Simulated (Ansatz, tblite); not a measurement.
Forces on Mg₇S₆Cl₂ at its PBE-D4/def2-SVP geometry. Charge 0, multiplicity 1.

The xTB rows come from tblite. Another isomer (singlet) lies 1.16 eV lower at PBE0-D4/def2-SVP; other spin states weren't run for this one.

GFN1-xTB (tblite), largest force 0.86 eV/Å:

```xyz
15
positions Å, forces eV/Å
Cl   -0.483    1.720   -3.722   -0.011    0.007    0.079
Cl   -0.578   -3.586   -0.108    0.022    0.034   -0.118
Mg    0.477   -0.123   -2.495    0.282   -0.572    0.022
Mg    2.134   -2.734   -0.908    0.040    0.086   -0.022
Mg   -1.357    2.598   -1.679   -0.117    0.357    0.513
Mg   -0.853    3.984    1.267    0.025   -0.187   -0.077
Mg    0.814   -2.889    2.052    0.534    0.161   -0.032
Mg   -0.097    0.811    2.133   -0.096    0.372    0.207
Mg   -1.520   -1.525    0.529    0.243    0.517    0.483
S     1.806   -1.905   -3.046   -0.325    0.461    0.627
S    -1.944    4.585   -0.681    0.441   -0.739    0.021
S    -0.737    0.540   -0.399   -0.028   -0.217   -0.087
S    -0.912   -1.388    2.836    0.202    0.080   -0.809
S     2.962   -3.022    1.256   -0.822    0.046   -0.231
S     0.290    2.935    2.965   -0.390   -0.406   -0.576
```

GFN2-xTB (tblite), largest force 0.77 eV/Å:

```
Cl -0.086 -0.137 0.751
Cl 0.423 0.468 0.249
Mg 0.024 0.050 -0.192
Mg -0.416 -0.084 0.277
Mg 0.267 -0.260 -0.281
Mg -0.204 -0.030 -0.307
Mg -0.335 0.098 -0.316
Mg 0.119 0.152 0.075
Mg 0.281 -0.274 0.096
S -0.175 0.280 -0.001
S 0.065 0.020 0.084
S 0.107 0.029 -0.021
S -0.001 0.011 -0.237
S -0.076 0.031 -0.102
S 0.006 -0.353 -0.074
```

PBE-D4/def2-SVP (Ansatz), largest force 0.03 eV/Å:

```
Cl -0.007 0.012 -0.008
Cl 0.015 -0.010 -0.001
Mg 0.005 -0.010 0.003
Mg -0.006 -0.003 0.009
Mg -0.001 0.006 0.005
Mg 0.008 -0.003 0.004
Mg 0.019 0.005 -0.020
Mg 0.009 0.018 0.008
Mg -0.004 0.001 0.010
S -0.002 0.001 0.008
S 0.002 -0.004 -0.002
S 0.006 0.001 0.003
S -0.005 -0.005 -0.007
S -0.025 0.005 0.003
S -0.011 -0.013 -0.016
```
